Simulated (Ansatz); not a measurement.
Cost and result for the atomization energy of `BC([SiH3])OC` (14 atoms, 13 bonds).

Cartesian coordinates in Å:
```
B 0.3095 -0.1861 -1.8985
C 0.4890 0.0952 -0.4227
Si -1.4227 0.5843 -0.3224
O 0.8026 -0.9666 0.4297
C 1.0019 -0.5859 1.7653
H 0.1882 -1.2968 -2.3190
H 0.1697 0.7619 -2.6199
H 1.0019 1.0286 -0.1550
H -1.9144 0.0756 0.9813
H -2.2114 -0.0729 -1.4006
H -1.5955 2.0538 -0.4197
H 0.0963 -0.1475 2.2053
H 1.2649 -1.4849 2.3224
H 1.8202 0.1412 1.8539
```

The species carries charge 0 and has multiplicity 1. All single points use the PBE0-D4/def2-TZVP geometry. It is one conformer, not always the lowest. Program: Ansatz. All runs use 4 threads of an Arm Neoverse V1 on a shared host. Times are those of one run each, without the atoms' runs, and a repeat can differ threefold. Electronic energies, without spin–orbit coupling; frozen cores. CCSD(T)/CBS adds CCSD(T) − MP2 in def2-TZVPP to the MP2 limit, and its time is that of the two runs behind it. T1 = 0.013. B3LYP takes the VWN-RPA correlation (the form of Gaussian; ORCA's B3LYP/G).

CCSD(T)/CBS is a level of theory with its own doubt, some kJ/mol a heavy atom from the limit and from the frozen cores, so smaller differences don't rank the functionals.

| level | functions | wall time | atomization (kcal/mol) | difference from CCSD(T)/CBS | per bond |
| --- | --- | --- | --- | --- | --- |
| PBE-D4/def2-TZVPP (with forces) | 292 | 3.4 s | 1194.6 | 18.4 | 1.4 |
| PBE0-D4/def2-TZVPP | 292 | 3.9 s | 1179.2 | 3.0 | 0.2 |
| r2SCAN-D4/def2-TZVPP (with forces) | 292 | 6.5 s | 1183.2 | 7.0 | 0.5 |
| B3LYP-D4/def2-TZVPP (with forces) | 292 | 6.5 s | 1180.8 | 4.6 | 0.4 |
| B2PLYP/def2-TZVPP | 292 | 7.5 s | 1165.8 | -10.4 | -0.8 |
| ωB97X-V/def2-TZVPP | 292 | 11 s | 1182.4 | 6.2 | 0.5 |
| ωB97M-V/def2-TZVPP (with forces) | 292 | 16 s | 1182.7 | 6.5 | 0.5 |
| MP2/def2-QZVPP | 568 | 35 s | 1174.8 | -1.4 | -0.1 |
| CCSD(T)/def2-TZVPP | 292 | 4.9 min | 1149.2 | -27.0 | -2.1 |
| CCSD(T)/CBS(def2) | – | 5.5 min | 1176.2 | 0.0 | 0.0 |

From PBE to PBE0 (25 % exact exchange), in def2-TZVPP and without D4, the atomization energy moves by −14.4 kcal/mol: exact exchange takes away binding that semilocal exchange gives to molecules. In def2-TZVPP, CCSD(T) changes the Hartree–Fock value by +271.4 kcal/mol (the triples alone add +14.5 kcal/mol) and MP2 by +281.1 kcal/mol; breaking electron pairs costs correlation energy, which Hartree–Fock lacks. The D4 term adds +10.6 kcal/mol with B3LYP and +5.6 kcal/mol with PBE0; it sums over pairs of atoms, weighted by their polarisabilities, and B3LYP, whose exchange is more repulsive, gets the larger term.
